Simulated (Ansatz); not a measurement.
Gas-phase electronic energies from Ansatz, PBE0-D4/def2-TZVP geometries. CBS: MP2 limit from def2 TZ/QZ plus the TZ coupled-cluster correction, frozen cores. DFT in def2-TZVPP. B3LYP here is the variant with VWN-RPA as its local correlation; programs differ in this. Elements past krypton have def2 core potentials. For Te outer-core shells are correlated without core-valence functions, which leaves a few kJ/mol of doubt a bond.

Reaction (isomerisation): `C1[SiH2][O][AlH][Te]1` → `C[SiH]1[O][Al]1[TeH]`

| level | ΔE (kJ/mol) | difference from CCSD(T)/CBS |
| --- | --- | --- |
| PBE-D4 | 121.6 | -32.4 |
| r2SCAN-D4 | 134.6 | -19.4 |
| PBE0-D4 | 136.8 | -17.2 |
| ωB97X-V | 150.9 | -3.1 |
| ωB97M-V | 149.1 | -4.9 |
| r2SCAN | 133.3 | -20.7 |
| PBE0 | 130.4 | -23.6 |
| B3LYP | 133.0 | -21.0 |
| HF/def2-TZVPP | 169.5 | 15.5 |
| MP2/def2-TZVPP | 159.3 | 5.3 |
| SCS-MP2/def2-TZVPP | 159.9 | 5.9 |
| CCSD(T)/def2-TZVPP | 149.2 | -4.8 |
| HF/def2-QZVPP | 170.9 | 16.9 |
| SCS-MP2/def2-QZVPP | 163.0 | 9.0 |
| HF/CBS(def2) | 171.1 | 17.1 |
| CCSD/CBS(def2) | 157.3 | 3.3 |
| CCSD(T)/CBS | 154.0 | 0 |

Largest T1 diagnostic among the species: 0.013.

From PBE to PBE0 (25 % exact exchange), in def2-TZVPP and without D4, ΔE moves by +16.5 kJ/mol. In def2-TZVPP, CCSD(T) changes the Hartree–Fock value by −20.3 kJ/mol (the triples alone add −3.2 kJ/mol) and MP2 by −10.2 kJ/mol. The D4 term adds +13.1 kJ/mol with B3LYP and +6.4 kJ/mol with PBE0; it sums over pairs of atoms, weighted by their polarisabilities, and B3LYP, whose exchange is more repulsive, gets the larger term.
